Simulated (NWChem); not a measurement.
System: C4H4OSi; SMILES [Si@H]1(C=CO1)C#C

Output (shortened):

```
             Northwest Computational Chemistry Package (NWChem) 7.3.0
             --------------------------------------------------------

                             Geometry "geometry" -> ""
                             -------------------------

 Output coordinates in angstroms (scale by  1.889725989 to convert to a.u.)

  No.       Tag          Charge          X              Y              Z
 ---- ---------------- ---------- -------------- -------------- --------------
    1 C                    6.0000    -0.01443100    -2.82655600    -0.48641700
    2 C                    6.0000    -0.01170100    -1.68564000    -0.06277700
    3 Si                  14.0000    -0.03911400     0.01109000     0.60426000
    4 C                    6.0000    -1.10927700     1.28957000    -0.16722600
    5 C                    6.0000     0.06689600     1.81297700    -0.57979900
    6 O                    8.0000     1.12873800     1.05078900    -0.16447900
    7 H                    1.0000    -0.01340600    -3.83355400    -0.86715000
    8 H                    1.0000     0.15629700    -0.04222100     2.07478100
    9 H                    1.0000    -2.12038300     1.65061100    -0.33251800
   10 H                    1.0000     0.30579900     2.70925800    -1.16669600

 Effective nuclear repulsion energy (a.u.)     251.2594973426

                              NWChem Property Module
                              ----------------------

  itol2e modified to match energy
  convergence criterion.

                                 NWChem DFT Module
                                 -----------------

 Summary of "ao basis" -> "ao basis" (spherical)
 ------------------------------------------------------------------------------
       Tag                 Description            Shells   Functions and Types
 ---------------- ------------------------------  ------  ---------------------
 C                          def2-svp                 6       14   3s2p1d
 Si                         def2-svp                 8       18   4s3p1d
 O                          def2-svp                 6       14   3s2p1d
 H                          def2-svp                 3        5   2s1p

  itol2e modified to match energy
  convergence criterion.

[...]

          -----------------------------------------
          Chemical Shielding Tensors (GIAO, in ppm)
          -----------------------------------------

                                NWChem CPHF Module
                                ------------------

  scftype          =     RHF
  nclosed          =       25
  nopen            =        0
  variables        =     2075
  # of vectors     =        3
  tolerance        = 0.10D-03
  level shift      = 0.00D+00
  max iterations   =       50
  max subspace     =       30

 SCF residual:    4.2446668432283529E-005

Iterative solution of linear equations
  No. of variables     2075
  No. of equations        3
  Maximum subspace       30
        Iterations       50
       Convergence  1.0D-04

   iter   nsub   residual    time
   ----  ------  --------  ---------
     1      3    5.78D-01      30.8
     2      6    5.72D-02      33.3
     3      9    2.76D-03      35.7
     4     12    3.76D-04      38.2
     5     15    1.80D-05      40.6

      Atom:    1  C
        Diamagnetic
    247.4907     -0.1348     -0.1956
     -0.1348    276.3571     10.9693
     -0.1956     10.9693    251.2499

        Paramagnetic
   -222.0295     -1.1282     -1.1901
     -1.1282    -72.6321     64.1434
     -1.1901     64.1434   -200.7065

        Total Shielding Tensor
     25.4612     -1.2630     -1.3857
     -1.2630    203.7249     75.1127
     -1.3857     75.1127     50.5434

           isotropic =      93.2432
          anisotropy =     211.7705

          Principal Components and Axis System
                 1           2           3
              234.4235     25.5612     19.7449

      1        -0.0081      0.9901      0.1398
      2         0.9257      0.0603     -0.3734
      3         0.3782     -0.1264      0.9171

      Atom:    2  C
        Diamagnetic
    251.1280     -0.4220     -0.2165
     -0.4220    282.8536     11.5218
     -0.2165     11.5218    255.1961

        Paramagnetic
   -224.1872      1.2994     -0.6939
      1.2994    -24.4260     73.6520
     -0.6939     73.6520   -195.6820

        Total Shielding Tensor
     26.9408      0.8773     -0.9104
      0.8773    258.4276     85.1738
     -0.9104     85.1738     59.5142

           isotropic =     114.9609
          anisotropy =     262.4319

          Principal Components and Axis System
                 1           2           3
              289.9154     28.7630     26.2042

      1         0.0019     -0.5362      0.8441
      2         0.9380     -0.2917     -0.1874
      3         0.3467      0.7921      0.5024

      Atom:    3  Si
        Diamagnetic
    882.8942      1.2524     -1.0780
      1.2524    885.4317     -2.5571
     -1.0780     -2.5571    881.1948

        Paramagnetic
   -399.2384      3.9033     -6.3294
      3.9033   -506.9673    -28.6568
     -6.3294    -28.6568   -486.6645

        Total Shielding Tensor
    483.6558      5.1557     -7.4074
      5.1557    378.4644    -31.2139
     -7.4074    -31.2139    394.5302

           isotropic =     418.8835
          anisotropy =      99.0029

          Principal Components and Axis System
                 1           2           3
              484.8854    417.5004    354.2647

      1         0.9908      0.1350      0.0036
      2         0.0799     -0.6079      0.7900
      3        -0.1088      0.7825      0.6131

      Atom:    4  C
        Diamagnetic
    262.7620     -3.6221      0.5767
     -3.6221    250.2534    -11.9692
      0.5767    -11.9692    238.9922

[...]
```

Level: PBE0/def2-SVP, GIAO. Structure relaxed at the PBE0/def2-SVP level. The printed shielding anisotropy is the first printed principal value minus the mean of the other two.

Problem. Write an input that gives this output.

Solution. Several could match; the one computed here: the input that was run:
```
start job
memory heap 200 mb stack 900 mb global 1100 mb
geometry units angstroms noautosym nocenter noautoz
  C     -0.014431    -2.826556    -0.486417
  C     -0.011701    -1.685640    -0.062777
  Si    -0.039114     0.011090     0.604260
  C     -1.109277     1.289570    -0.167226
  C      0.066896     1.812977    -0.579799
  O      1.128738     1.050789    -0.164479
  H     -0.013406    -3.833554    -0.867150
  H      0.156297    -0.042221     2.074781
  H     -2.120383     1.650611    -0.332518
  H      0.305799     2.709258    -1.166696
end
basis spherical
  * library def2-svp
end
dft
  xc pbe0
  iterations 150
end
property
  shielding
end
task dft property
```
